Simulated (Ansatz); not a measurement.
Mulliken charges of AlF₂I (`[F][Al]([F])[I]`) from PBE/def2-TZVPP in Ansatz (PBE0-D4/def2-TZVP geometry).

```json
{"atom": "F1", "x (Å)": "1.129", "y (Å)": "0.623", "z (Å)": "1.165", "charge (e)": "-0.288"}
{"atom": "Al2", "x (Å)": "0.143", "y (Å)": "-0.114", "z (Å)": "0.091", "charge (e)": "0.698"}
{"atom": "F3", "x (Å)": "0.300", "y (Å)": "-1.725", "z (Å)": "-0.132", "charge (e)": "-0.288"}
{"atom": "I4", "x (Å)": "-1.517", "y (Å)": "1.156", "z (Å)": "-1.145", "charge (e)": "-0.123"}
```

Q: By hand: the dipole of these point charges (1 e Å = 4.8032 D).

A: Σ q r = (-0.125, 0.096, -0.093) e Å, of length 0.183 e Å = 0.88 D.

Q: How does the dipole of the full density compare? (Best estimate.)

A: Ansatz gave: (-0.160, 0.122, -0.119) e Å, 1.12 D; the point charges give 0.79 times that, at 0° from its direction.

Point charges leave out the atoms' own dipoles, such as those of lone pairs, and Mulliken's split depends on the basis, so the two needn't agree.
